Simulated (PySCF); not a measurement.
A calculated (wB97X-V, PySCF 2.14, dyall-acv3z, scalar relativity by spin-free X2C-1e) atom or ion has these occupied shells.

```json
{"shell": "1s α", "electrons": "1", "orbital energy (eV)": "-1287.4", "rms radius, mean of both spins (bohr)": "0.151"}
{"shell": "1s β", "electrons": "1", "orbital energy (eV)": "-1287.4", "rms radius, mean of both spins (bohr)": "0.151"}
{"shell": "2s α", "electrons": "1", "orbital energy (eV)": "-98.420", "rms radius, mean of both spins (bohr)": "0.761"}
{"shell": "2s β", "electrons": "1", "orbital energy (eV)": "-98.346", "rms radius, mean of both spins (bohr)": "0.761"}
{"shell": "2p α", "electrons": "3", "orbital energy (eV)": "-63.679", "rms radius, mean of both spins (bohr)": "0.774"}
{"shell": "2p β", "electrons": "3", "orbital energy (eV)": "-63.573", "rms radius, mean of both spins (bohr)": "0.774"}
{"shell": "3p α", "electrons": "1", "orbital energy (eV)": "-10.608", "rms radius, mean of both spins (bohr)": "3.66"}
```

Problem. Name the element and its charge.

Solution. Mg⁺ (magnesium, charge +1), in [Ne] 3p1, 2P determinant (an excited configuration).
